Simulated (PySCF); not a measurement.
A side-by-side comparison of computed properties.

First species: C4H7F3S.
SMILES: `CCSCC(F)(F)F`

Second species: C6H4ClF2N.
SMILES: `N#CC#CC(F)(F)CCCl`

Levels: PBE0/def2-SVPD for dipole moment, HOMO energy, LUMO energy, HOMO–LUMO gap, static isotropic polarisability and electronic spatial extent ⟨r²⟩ about the centre of nuclear charge; TDDFT PBE0/def2-SVPD for lowest singlet excitation; TDA PBE0/def2-SVPD for lowest triplet excitation (Tamm–Dancoff); GFN2-xTB for rotational constant A and rotational constant C. Geometries: GFN2-xTB. Each structure is a single optimised conformer of the isolated species, non-relativistic unless stated. Electronic properties by PySCF.

Dipoles, sizes and rotational constants follow the conformer. The torsions of the flexible species, by atom-mapped SMILES:
- `[CH3:1][CH2:2][S:3][CH2:4][C:5]([F:6])([F:7])[F:8]`: C1–C2–S3–C4 60°, C2–S3–C4–C5 65°, S3–C4–C5–F6 44°
- `[N:1]#[C:2][C:3]#[C:4][C:5]([F:6])([F:7])[CH2:8][CH2:9][Cl:10]`: C4–C5–C8–C9 180°, C5–C8–C9–Cl10 180°

Values for the first species:

```
Dipole moment                                                     : 2.11 D
HOMO energy                                                       : -6.88 eV
LUMO energy                                                       : 0.38 eV
HOMO–LUMO gap                                                     : 7.26 eV
Lowest singlet excitation                                         : 5.65 eV
Lowest triplet excitation (Tamm–Dancoff)                          : 5.12 eV
Static isotropic polarisability                                   : 72.4 au
Electronic spatial extent ⟨r²⟩ about the centre of nuclear charge : 1213 bohr²
Rotational constant A                                             : 2.730 GHz
Rotational constant C                                             : 0.988 GHz
```

(1) Estimate the same properties for the second species, and the change in each.

## Answers

(1) 
```tsv
property	first	second	second less first
dipole moment	2.11 D	2.00 D	-0.11 D
HOMO energy	-6.88 eV	-8.98 eV	-2.10 eV
LUMO energy	0.38 eV	-2.31 eV	-2.69 eV
HOMO–LUMO gap	7.26 eV	6.67 eV	-0.59 eV
lowest singlet excitation	5.65 eV	5.07 eV	-0.58 eV
lowest triplet excitation (Tamm–Dancoff)	5.12 eV	4.09 eV	-1.03 eV
static isotropic polarisability	72.4 au	95.5 au	+23.1 au
electronic spatial extent ⟨r²⟩ about the centre of nuclear charge	1213 bohr²	2616 bohr²	+1403 bohr²
rotational constant A	2.730 GHz	2.291 GHz	-0.439 GHz
rotational constant C	0.988 GHz	0.381 GHz	-0.607 GHz
```

On the first: The vertical singlet–triplet gap S1 − T1 is 0.53 eV (TDDFT singlet less Tamm–Dancoff triplet; S1: HOMO→LUMO, weight 0.92; T1: HOMO→LUMO, weight 0.85).

On the second: The 6 singlets span 5.07 to 6.16 eV, and their oscillator strengths add up to 0.00.
